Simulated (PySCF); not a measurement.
GeHF₂Cl, SMILES [F][GeH]([F])[Cl]. Coordinates come from a B3LYP-D3(BJ)/def2-SVP optimisation.

**Question.** Give the equilibrium geometry at B3LYP-D3(BJ)/def2-SVP (PySCF confirms it by a frequency run) as a Z-matrix, and its point group. (Estimate from the structure and the level; the computed values follow.)

**Answer.** point group Cs.
```
Ge
F 1 1.7261
F 1 1.7261 2 105.31
H 1 1.5244 2 110.36 3 -119.10
Cl 1 2.1352 4 114.19 2 122.01
```
